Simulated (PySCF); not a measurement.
Delta-SCF ions had no search for a lower state. Excitations are Tamm–Dancoff values on a coarser integration grid. The basis has no diffuse functions, so Rydberg states are missing or too high.

Cartesian coordinates (Å):
SMILES: [SiH](/C#N)=N\[H]
```xyz
6

N      2.6285    -0.4297    -0.4326
C      1.5151    -0.1783    -0.5389
Si    -0.2324     0.3281    -0.7067
N     -1.3035    -0.8188    -0.7946
H     -0.3079     1.7965    -0.7289
H     -2.2997    -0.6977    -0.8885
```
Charge 0, multiplicity 1.

### Question
What HOMO, total energy, vertical ionisation energy (Delta-SCF), brightest of the four lowest singlets (TDA), dipole moment, S1 oscillator strength, S1–T1 gap (TDA) and S1 excitation (TDA) does TPSSh-D3(BJ)/def2-TZVP // CAM-B3LYP-D3(BJ)/def2-TZVP run with PySCF 2.14.0 give?

### Answer

```
Property                                            Value
-------------------------------------------  ------------
HOMO                                             -7.55 eV
total energy                                 -438.3504 Ha
vertical ionisation energy (Delta-SCF)           10.32 eV
brightest of the four lowest singlets (TDA)       5.35 eV
dipole moment                                   0.788 e·Å
S1 oscillator strength                              0.001
S1–T1 gap (TDA)                                   0.74 eV
S1 excitation (TDA)                               3.86 eV
```
